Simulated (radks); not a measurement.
Fractional charge and spin in the 4p shell of palladium: the spin-up occupation runs from 2 to 3 and the spin-down occupation from 2 to 3; the fullest corner is Pd+, [Ar] 3d10 4s2 4d(up 4.5, down 4.5) 4p(up 3, down 3). Method: scalar-relativistic Kohn-Sham, SCAN, spin-polarised, spherical densities, finite nucleus; meta-GGA in the generalised Kohn-Sham scheme; Fermi nuclear charge, rms radius of each element as measured or else 0.836 A^(1/3) + 0.57 fm; computed with a radial shooting solver on a logarithmic mesh with Libxc functionals. Energy (eV) minus the two flat planes that join the four corners (they meet along the diagonal where the two added fractions sum to one electron); zero is where a piecewise linear energy would lie.

down \ up       2     2.5       3
2           0.000  -2.000   0.000
2.5        -2.000   0.399  -1.771
3           0.000  -1.771   0.000

Corners above the fullest one (they belong to Pd2+ and the next ion): (up 3, down 2) 71.097 eV, (up 2, down 3) 71.097 eV, (up 2, down 2) 158.94 eV. With half an added electron in each spin the energy lies 0.399 eV from the planes, and with half an added electron in spin up alone -2.000 eV. The planes are only a guide here: the flat-plane condition holds for ground states with one frontier orbital, while this shell lies below other occupied shells, so the corners above the fullest one are inner-hole states and not the ground states of those ions.
